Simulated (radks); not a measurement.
Zr, configuration [Kr] 4d1.75 5s2 6s0.25 (fractional occupations, a model configuration). All-electron calculation, Dirac Kohn-Sham, PBE, spin-unpolarised, spherical densities, point nucleus; open shells fill j = l - 1/2 first. Program: a radial shooting solver on a logarithmic mesh with Libxc functionals.

Unscreened Slater integrals over Kohn-Sham orbitals (cm^-1). Large and small components are both included. Empty in this configuration: 4d5/2.

F0(6s1/2,6s1/2): 16420
F0(6s1/2,4d3/2): 21486
G2(6s1/2,4d3/2): 711.50
F0(6s1/2,5s1/2): 20924
G0(6s1/2,5s1/2): 734.07
F0(6s1/2,4p3/2): 21791
G1(6s1/2,4p3/2): 297.17
F0(6s1/2,4d5/2): 21476
G2(6s1/2,4d5/2): 719.05
F0(4d3/2,4d3/2): 91419
F2(4d3/2,4d3/2): 44131
F0(4d3/2,5s1/2): 64389
G2(4d3/2,5s1/2): 16761
F0(4d3/2,4p3/2): 109860
F2(4d3/2,4p3/2): 50225
G1(4d3/2,4p3/2): 60522
G3(4d3/2,4p3/2): 36460
F0(4d3/2,4d5/2): 90912
F2(4d3/2,4d5/2): 43864
G2(4d3/2,4d5/2): 43855
G4(4d3/2,4d5/2): 28044
F0(5s1/2,5s1/2): 54733
F0(5s1/2,4p3/2): 69155
G1(5s1/2,4p3/2): 4695.5
F0(5s1/2,4d5/2): 64229
G2(5s1/2,4d5/2): 17051
F0(4p3/2,4p3/2): 143740
F2(4p3/2,4p3/2): 75494
F0(4p3/2,4d5/2): 109020
F2(4p3/2,4d5/2): 49571
G1(4p3/2,4d5/2): 59488
G3(4p3/2,4d5/2): 35830
F0(4d5/2,4d5/2): 90413
F2(4d5/2,4d5/2): 43606
F4(4d5/2,4d5/2): 27878
